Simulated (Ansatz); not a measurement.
Geometry optimisation, DFT r2SCAN-D3(BJ), scalar-relativistic, plane waves, PAW (Ansatz).

The input (input.yaml):

```yaml
accuracy: low
crystal:
  lattice:
    - [7.741753, 0.0, 0.0]
    - [0.0, 7.741753, 0.0]
    - [0.0, 0.0, 7.741753]
  atoms:
    - { symbol: O, position: [0.7968003, 0.7546981, 0.5571447] }
    - { symbol: C, position: [0.8973254, 0.7286339, 0.4508711] }
    - { symbol: O, position: [0.8895373, 0.5421698, 0.8924402] }
    - { symbol: C, position: [0.9292605, 0.6852959, 0.8884797] }
    - { symbol: O, position: [0.2124788, 0.9321677, 0.5887331] }
    - { symbol: C, position: [0.3035581, 0.8219086, 0.6290592] }
    - { symbol: O, position: [0.0977648, 0.1424031, 0.2289802] }
    - { symbol: C, position: [0.0501419, 0.0428385, 0.1294932] }
    - { symbol: O, position: [0.2166022, 0.449284, 0.2658666] }
    - { symbol: C, position: [0.1293398, 0.4194153, 0.3823648] }
    - { symbol: O, position: [0.6926526, 0.4087997, 0.250555] }
    - { symbol: C, position: [0.717847, 0.3644609, 0.1109913] }
    - { symbol: O, position: [0.669286, 0.9296753, 0.9514314] }
    - { symbol: C, position: [0.5985969, 0.9778884, 0.8299519] }
    - { symbol: O, position: [0.8470976, 0.3430198, 0.5120253] }
    - { symbol: C, position: [0.7432328, 0.3156805, 0.6147062] }
basis:
  ecutwfc: 500.0
kpoints:
  mp_grid: { grid: [1, 1, 1] }
hamiltonian:
  xc: r2scan
  dispersion: d3bj
scf:
  occupations: { method: fermi_dirac, width: 0.05 }
  lower_state_search: "off"
relax:
  f_tol: 0.3
  max_steps: 15
  adjacent_minimum: "off"
```

Launched with:

```bash
$ ansatz run input.yaml --threads 1 --pin off --max-ram 3072MiB --backend cpu --events-out ev --progress --plain --runs-dir out
```

**Question.** Where does it end, and by what steps?

**Answer.** The forces met the threshold. The threshold is loose, so the end isn't yet a minimum. The force dipped under the threshold on the way, but the program's further checks kept it going. Limits of this set-up: coarse k mesh, low accuracy level. After 15 steps the energy has fallen by 1.444 eV; C4 moved furthest, 1.24 Å.

| step | energy less start (eV) | largest force component (eV/Å) | accepted |
| --- | --- | --- | --- |
| 0 | 0.0000 | 3.007 | yes |
| 1 | -0.7567 | 1.718 | yes |
| 2 | -0.9797 | 2.948 | yes |
| 3 | -1.1429 | 1.808 | yes |
| 4 | -1.2761 | 0.616 | yes |
| 5 | -1.3473 | 0.279 | yes |
| 6 | -1.2552 | 2.507 | no |
| 7 | -1.3642 | 0.749 | yes |
| 8 | -1.3850 | 0.316 | yes |
| 9 | -1.3894 | 1.304 | yes |
| 10 | -1.4207 | 0.106 | yes |
| 11 | -1.4207 | 0.107 | yes |
| 12 | -1.3432 | 3.676 | no |
| 13 | -1.4247 | 0.820 | yes |
| 14 | -1.4313 | 0.673 | yes |
| 15 | -1.4440 | 0.020 | yes |

```xyz
16
Lattice="7.7418 0.0000 0.0000 0.0000 7.7418 0.0000 0.0000 0.0000 7.7418" Properties=species:S:1:pos:R:3
O 6.017 5.868 4.086
C 6.586 6.206 3.175
O 7.732 4.084 7.201
C 8.368 4.918 6.789
O 1.688 8.008 4.607
C 2.183 7.119 4.123
O 0.790 0.915 1.167
C 0.121 0.652 0.299
O 1.997 3.731 2.378
C 1.240 3.757 3.211
O 5.279 3.414 1.592
C 5.001 2.390 1.214
O 4.987 6.345 7.675
C 4.510 7.034 6.921
O 6.078 1.734 4.502
C 5.485 2.403 5.187
```

Time of the run: 5.5 min on 1 thread of Arm Neoverse V1, with other jobs on the host, peak memory 0.83 GiB.
